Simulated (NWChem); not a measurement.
# MgH5SO2Cl; SMILES [OH2]->[Mg](<-[OH2])([SH])[Cl]

```xyz
10

Mg    -0.0104     0.0190    -0.0005
Cl     0.1167     2.0579     1.0079
S      1.1055    -2.0665    -0.3527
H      0.6671    -2.1905    -1.6260
O     -1.5679    -1.1137     0.8300
H     -1.8889    -1.0531     1.7382
H     -1.0645    -1.9542     0.7339
O     -0.9519     0.9725    -1.5938
H     -1.7997     0.7835    -2.0115
H     -1.0028     1.8615    -1.1951
```
Atoms are numbered in this order, from 1.

Level: PBE0/def2-SVP (NWChem), optimised geometry, unscaled harmonic frequencies. 

```
frequency (cm⁻¹)  IR intensity (km/mol)
----------------  ---------------------
63                                  3.9
84                                  3.7
95                                  0.6
118                                38.8
148                                38.6
185                                24.2
233                               105.7
301                                 8.8
328                               133.3
364                                22.2
378                                21.9
461                               144.5
480                                72.1
496                               115.7
533                                47.8
631                               201.1
727                               199.1
1563                              113.5
1579                              117.8
2708                                4.2
3530                              321.2
3705                              143.1
3898                              132.5
3926                              150.2
```

```
Property                                                                            Value
-----------------------------------------------------------------------  ----------------
zero-point energy                                                           37.9 kcal/mol
thermal correction to the enthalpy at 298.15 K (with zero-point energy)     44.9 kcal/mol
heat capacity Cv                                                         32.6 cal/(mol K)
entropy at 298.15 K and 1 atm (symmetry number 1)                        99.2 cal/(mol K)
dipole moment                                                                      5.97 D
```

Rigid rotor and harmonic oscillator; modes under 100 cm⁻¹ make the entropy uncertain.
